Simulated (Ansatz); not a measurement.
`[SiH3]N[SiH](Cl)Cl` + `O[SiH](F)[SiH3]` → `F[SiH]([SiH3])O[SiH3]` + `N[SiH](Cl)Cl`  (ligand exchange at the Si–N bond)

Gas-phase electronic energies from Ansatz, PBE0-D4/def2-TZVP geometries. CCSD(T)/CBS adds triple-zeta CCSD(T) − MP2 to the extrapolated MP2 energy (def2 sets, frozen cores). DFT in def2-TZVPP. One conformer a species, not always the lowest.

```csv
level,ΔE (kJ/mol)
ωB97M-V,-47.9
B2PLYP,-50.7
RPA@PBE/def2-TZVPP,-47.3
MP2/def2-SVP,-42.9
```

Question: What does CCSD(T)/CBS give? (Best estimate.)

Answer: Ansatz gave: -48.4 kJ/mol. The listed levels differ from it by 0.5, -2.3, 1.1, 5.5 kJ/mol.

Largest T1 diagnostic among the species: 0.013.

Leaving LDA and LC-ωPBE aside and taking each functional with its dispersion term where it has one, the values, not all of them listed here, spread over 13.4 kJ/mol, from BHLYP-D4 to revPBE-D4. In def2-TZVPP, CCSD(T) changes the Hartree–Fock value by +13.3 kJ/mol (the triples alone add +2.0 kJ/mol) and MP2 by +14.0 kJ/mol.

CCSD(T)/CBS has its own doubt, a few kJ/mol and more with outer-core shells, so smaller differences from it don't rank the levels.
